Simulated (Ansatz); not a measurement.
```yaml
crystal:
  periodic: [true, true, true]
  atoms:
    - {symbol: C, position_ang: [-1.534886, -0.021423, 1.226403]}
    - {symbol: N, position_ang: [-0.313404, 0.169620, 0.474941]}
    - {symbol: C, position_ang: [0.740012, 0.712273, 1.309088]}
    - {symbol: As, position_ang: [0.275140, -1.418921, -0.375103]}
    - {symbol: Si, position_ang: [0.977741, -0.245202, -2.313556]}
    - {symbol: H, position_ang: [-1.837439, 0.935822, 1.664442]}
    - {symbol: H, position_ang: [-1.441522, -0.748913, 2.051498]}
    - {symbol: H, position_ang: [-2.336945, -0.355379, 0.565191]}
    - {symbol: H, position_ang: [1.650455, 0.862936, 0.723416]}
    - {symbol: H, position_ang: [0.427849, 1.690235, 1.689581]}
    - {symbol: H, position_ang: [0.991952, 0.077837, 2.175805]}
    - {symbol: H, position_ang: [-1.075212, -1.724725, -1.017332]}
    - {symbol: H, position_ang: [2.103619, 0.644529, -1.922813]}
    - {symbol: H, position_ang: [1.471289, -1.204767, -3.339478]}
    - {symbol: H, position_ang: [-0.120448, 0.575378, -2.882882]}
basis:
  gaussian: {orbitals: x2c-TZVPPall}
hamiltonian: {xc: {name: wPBEh}}
output: {forces: true}
```

```sh
$ ansatz run in.yaml --threads 4 --pin off --events-out ev --progress --plain --max-ram 11315MiB
```

Shortened log:

```
Error: YAML parse error: error: line 2 column 3: crystal: missing field `lattice` (a structure is typed as `lattice` and `atoms`, a molecule's as `atoms` in Å alone, or read from a run's directory, `checkpoint`)
 --> <input>:2:3
1 | crystal:
2 |   periodic: [true, true, true]
3 |   atoms:
4 |     - {symbol: C, position_ang: [-1.534886, -0.021423, 1.226403]}
```

Something in this input is off. What?

The molecule is marked periodic without a cell. The input was rejected before any iteration.
